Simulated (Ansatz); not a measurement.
`C=[CH][Ge]([Cl])([Cl])[Cl]` + H–F → `[F][Ge]([Cl])([Cl])[Cl]` + ethylene at 700 K and 1 bar (ligand exchange at a Ge–C bond).

Calculated with Ansatz (gas phase, PBE0-D4/def2-TZVP geometries, no zero-point term in ΔE). CCSD(T)/CBS adds triple-zeta CCSD(T) − MP2 to the extrapolated MP2 energy (def2 sets, frozen cores). This one scheme is used for every species. For Ge outer-core shells are correlated without core-valence functions, which leaves a few kJ/mol of doubt a bond. Scalar relativity is left out up to krypton. One conformer a species, not always the lowest.

```json
{"species": "`C=[CH][Ge]([Cl])([Cl])[Cl]`", "CCSD(T)/CBS energy (Eh)": "-3533.47120", "H − E (kJ/mol)": "205.8", "S (J/(mol·K))": "517.1"}
{"species": "H–F", "CCSD(T)/CBS energy (Eh)": "-100.39570", "H − E (kJ/mol)": "45.2", "S (J/(mol·K))": "198.5"}
{"species": "`[F][Ge]([Cl])([Cl])[Cl]`", "CCSD(T)/CBS energy (Eh)": "-3555.40119", "H − E (kJ/mol)": "78.3", "S (J/(mol·K))": "434.1"}
{"species": "`C=C`", "CCSD(T)/CBS energy (Eh)": "-78.48111", "H − E (kJ/mol)": "168.9", "S (J/(mol·K))": "268.4"}
```

H − E and S are ideal-gas, rigid-rotor, harmonic terms from PBE0-D4/def2-TZVP, for one conformer and one mirror image of each species. 1 Eh = 2625.50 kJ/mol, R = 8.31446 J/(mol·K).

Problem. By hand: ΔE, ΔH, ΔS and ΔG.

Solution. ΔE = (-3555.40119) + (-78.48111) − (-3533.47120) − (-100.39570) = -0.01540 Eh = -40.4 kJ/mol. Δ(H − E) = 78.3 + 168.9 − 205.8 − 45.2 = -3.8, so ΔH = -44.2 kJ/mol. ΔS = 434.1 + 268.4 − 517.1 − 198.5 = -13.1 J/(mol·K). ΔG = -44.2 − 700 × (-13.1)/1000 = -35.0 kJ/mol.

Problem. By hand: the equilibrium constant, and the temperature at which ΔG would vanish if ΔH and ΔS stayed fixed.

Solution. log₁₀ K = −ΔG/(RT ln 10) = 2.6. ΔG = 0 at ΔH/ΔS = 3374 K, far beyond where these terms or the molecules hold.

The number of gas molecules stays the same, so ΔS is small and ΔH decides. A doubt of 5 kJ/mol in ΔE shifts log₁₀ K by 0.4 here. Other conformers and mirror images would add mixing entropy, several J/(mol·K) or more a flexible species. These are equilibria of isolated gas molecules and say nothing of rates. Largest T1 diagnostic: 0.011 (customary marks: 0.02 for closed shells, 0.045 for open ones).
